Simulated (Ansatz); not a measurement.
PBE exchange is replaced step by step with exact exchange (0 % is PBE, 25 % PBE0; no dispersion term), basis def2-TZVP, Ansatz. System: the cluster NbO₂. Charge 0, multiplicity 2. Geometry: PBE0-D4/def2-TZVP, each spin state at its own.

Geometry of the doublet:

```csv
atom,x (Å),y (Å),z (Å)
Nb1,0.307,-0.598,-0.158
O2,1.009,0.950,-0.123
O3,-1.316,-0.352,0.281
```

In the def2 sets Nb takes a core potential; there is no spin–orbit coupling. The structure comes from a short search, and lower isomers may exist.

HOMO and LUMO are taken over both spins.

```tsv
exact exchange (%)	HOMO (eV)	LUMO (eV)	gap (eV)	⟨S²⟩	quartet − doublet (kJ/mol)
0	-5.01	-3.84	1.17	0.757	285.2
5	-5.20	-3.67	1.53	0.758	279.4
10	-5.40	-3.51	1.89	0.758	272.7
15	-5.60	-3.34	2.26	0.759	265.5
25	-6.00	-3.01	2.99	0.760	249.5
35	-6.41	-2.68	3.72	0.762	232.2
```

Problem. Fit a straight line to the column «quartet − doublet (kJ/mol)» against the share of exact exchange and predict its value at 50 %.

Solution. With x = exact exchange (%) and y = quartet − doublet (kJ/mol): mean x = 15, mean y = 264.1; Σ(x − x̄)(y − ȳ) = -1296, Σ(x − x̄)² = 850; slope b = -1.525, intercept a = ȳ − b·x̄ = 287. The residuals of the fitted rows reach 1.8. At x = 50 the line gives 287 + (-1.525 × 50) = 210.8; the run gave 204.8, 6.0 less than the line.
